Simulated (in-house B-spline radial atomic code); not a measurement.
## RPA and G0W0 on LDA VWN5: N

Configuration [He] 2s2 2p3, highest spin, mean-field start LDA VWN5. Computed with an all-electron radial atomic-structure program (B-spline basis): all electrons, scalar-relativistic (spin-free one-electron X2C), finite nucleus, each spin shell either full or empty, empty states to l = 9 with an (l + 1/2)⁻⁴ tail; G0W0 by contour deformation at full frequency.

Command:
```bash
python run_gw.py task.json out
```
Settings (radii: box in bohr, nucleus in fm):
```
Z                        7
electrons                7
configuration            [He] 2s2 2p3
hamiltonian              x2c
method                   lda,vwn
lmax                     9
rms_radius               2.5582
spin_polarised           True
box_radius               40
intervals                75
```

Time taken, with all properties: 2.2 s on 1 thread of Arm Neoverse N1, with other jobs on the host.

Energies (hartree):

| term | value |
| --- | --- |
| mean-field total | -54.16580 |
| Hartree-Fock functional on these orbitals | -54.42449 |
| direct second order | -0.41788 |
| second-order exchange | 0.19423 |
| SOSEX correction | 0.16369 |

Problem. What is the RPA correlation energy, and what remains with SOSEX?

Solution. RPA gives -0.3407 hartree (-1.32 eV per electron); RPA + SOSEX gives -0.17701, and the second-order doubles -0.22365 hartree (no singles). SOSEX takes back 48 % of the RPA value.

Quasi-particle levels (eV):

```
  level  occupied  mean field  Σx - vxc     Σc  QP weight    G0W0
  2p up       yes      -8.398     -7.32      ?          ?       ?
2p down        no      -4.368      8.43  -4.19      0.830  -0.118
```

G0W0 = mean field + (Σx - vxc) + Σc, with Σc (partial-wave tail included) taken at the quasi-particle energy. Levels of low weight are left out.

Problem. Where does G0W0 put 2p up?

Solution. At -13.669 eV, with Σc = 2.05 eV and a quasi-particle weight of 0.769. The tabulated removal energy is 14.534 eV (NIST, measured).
